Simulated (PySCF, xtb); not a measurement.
Br2Ni, SMILES [Br][Ni-][Br] (connectivity only; charge and spin as stated), charge -1, multiplicity 2.

Harmonic wavenumbers (cm⁻¹) from GFN2-xTB in xtb 6.7.1 at its own minimum, in rising order: 62, 62, 148, 299.

Q: What does PBE-D3(BJ)/def2-SVPD in PySCF give at its own minimum? (An estimate is asked for; the answer gives what the named calculation found.)

A: 75, 75, 186, 325. Paired by order, the mean absolute difference is 23 cm⁻¹ and the zero-point energies are 0.8 and 0.9 kcal/mol.
